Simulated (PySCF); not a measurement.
**Correlation energy of Zr²⁺ (zirconium, charge +2)**

[Kr] 4d2, high-spin 3F determinant. Calculation: PySCF 2.14, in def2-TZVPPD with the def2 core potential (28 electrons) (6s4p3d2f1g, 56 functions); scalar relativity through the core potential. Frozen: 4s2 4p6; 2 electrons correlated.

With two correlated electrons CCSD is exact within the correlated space (frozen core and kept virtual orbitals).

| level | correlation energy (mhartree) |
| --- | --- |
| CCSD | -4.37 |

Diagnostics: T1 = 0.0012, D1 = 0.0018, largest double amplitude 0.017.

**Question.** Is a single reference adequate?

**Answer.** Yes, within this model without spin-orbit coupling: T1 lies below 0.03 and no double amplitude reaches 0.07.
